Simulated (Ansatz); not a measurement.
Mulliken charges of `OC[Te][GeH3]` from ωB97M-V/def2-TZVPP in Ansatz (PBE0-D4/def2-TZVP geometry).

```
atom   x (Å)   y (Å)   z (Å)  charge (e)
  O1  -1.749   0.954   1.176      -0.286
  C2  -0.858   1.348   0.188      -0.216
 Te3   1.249   0.972   0.640      -0.064
 Ge4   1.264  -1.314  -0.488      -0.007
  H5  -1.665   0.007   1.319       0.190
  H6  -1.047   0.884  -0.784       0.158
  H7  -0.931   2.429   0.089       0.161
  H8   0.259  -2.265   0.190       0.011
  H9   0.882  -1.176  -1.972       0.023
 H10   2.680  -1.890  -0.356       0.030
```

By hand: the dipole of these point charges (1 e Å = 4.8032 D).

Σ q r = (0.069, -0.194, -0.327) e Å, of length 0.386 e Å = 1.85 D.

How does the dipole of the full density compare? (Best estimate.)

Ansatz gave: (-0.032, -0.231, -0.201) e Å, 1.48 D; the point charges give 1.25 times that, at 24° from its direction.

Point charges leave out the atoms' own dipoles, such as those of lone pairs, and Mulliken's split depends on the basis, so the two needn't agree.
